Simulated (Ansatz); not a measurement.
`FC[S][AlH][F]` and `NCSCF` differ in one atom or group.

Ansatz, PBE0-D4/def2-TZVP geometries, multiplicity 1. Each molecule was computed in one conformer, which needn't be the lowest.

```json
{"property": "LUMO energy (ωB97M-V/def2-TZVPP) / eV", "`FC[S][AlH][F]`": "1.03"}
{"property": "HOMO energy (PBE/def2-TZVPP) / eV", "`FC[S][AlH][F]`": "-6.14"}
{"property": "HOMO–LUMO gap (PBE0/def2-TZVPP) / eV", "`FC[S][AlH][F]`": "6.63"}
{"property": "HOMO energy (PBE0/def2-TZVPP) / eV", "`FC[S][AlH][F]`": "-7.39"}
{"property": "LUMO energy (PBE/def2-TZVPP) / eV", "`FC[S][AlH][F]`": "-1.76"}
{"property": "LUMO energy (B3LYP/def2-TZVPP) / eV", "`FC[S][AlH][F]`": "-1.00"}
```

(1) Give the same properties after the change, and the shifts. (Best estimate.)

Results:

(1) Ansatz gave: 
| property | `NCSCF` | shift |
| --- | --- | --- |
| LUMO energy (ωB97M-V/def2-TZVPP) / eV | 2.21 | 1.18 |
| HOMO energy (PBE/def2-TZVPP) / eV | -5.51 | 0.63 |
| HOMO–LUMO gap (PBE0/def2-TZVPP) / eV | 7.36 | 0.73 |
| HOMO energy (PBE0/def2-TZVPP) / eV | -6.80 | 0.59 |
| LUMO energy (PBE/def2-TZVPP) / eV | -0.38 | 1.38 |
| LUMO energy (B3LYP/def2-TZVPP) / eV | 0.25 | 1.25 |

With PBE0 the HOMO rises by 0.59 eV and the LUMO rises by 1.32 eV, so the gap widens by about 0.73 eV. PBE moves the HOMO by 0.63 eV and ωB97M-V by 0.54 eV.

B3LYP here is the variant with VWN-RPA as its local correlation; programs differ in this.
